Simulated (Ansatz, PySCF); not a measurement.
This Ansatz (a program for electronic structure) input computes a CAM-B3LYP/def2-TZVPD energy:

Ansatz 0.2 input:
```yaml
crystal:
  periodic: [false, false, false]
  atoms:
    - {symbol: Ca, position_ang: [0.76441664, 0.31906008, 0.20734206]}
    - {symbol: F, position_ang: [-0.98334068, 0.39388970, -0.88804472]}
    - {symbol: F, position_ang: [-0.71536298, -1.10291211, 0.42728458]}
basis:
  gaussian:
    orbitals: def2-TZVPD
hamiltonian:
  xc: {name: CAM-B3LYP}
total_charge: 1
magnetization: {spin_polarized: true, initial_magnetization: 1}
output: {forces: true}
```

### Question
Write an input for the same energy in PySCF and say what it gives.

### Answer

```python
from pyscf import gto, scf, dft

mol = gto.M(
    atom='''
    Ca    0.76441664    0.31906008    0.20734206
    F    -0.98334068    0.39388970   -0.88804472
    F    -0.71536298   -1.10291211    0.42728458
    ''',
    basis='def2-tzvpd',
    charge=1,
    spin=1,
    verbose=4,
)

mf = dft.UKS(mol, xc='camb3lyp').density_fit(auxbasis='def2-universal-jkfit')
mf.grids.level = 3
mf.conv_tol = 1e-9
mf.max_cycle = 100
mf.max_memory = 1500
mf.kernel()
if not mf.converged:
    mf = mf.newton()
    mf.kernel(mf.make_rdm1())
for _ in range(2):
    mo, _, stable, _ = mf.stability(return_status=True)
    if stable:
        break
    mf.kernel(mf.make_rdm1(mo, mf.mo_occ))
mf.analyze()
```
It gives -877.10710 Eh, and Ansatz -877.10707 Eh, a difference of 0.03 mEh, from the treatment of integrals and grids.
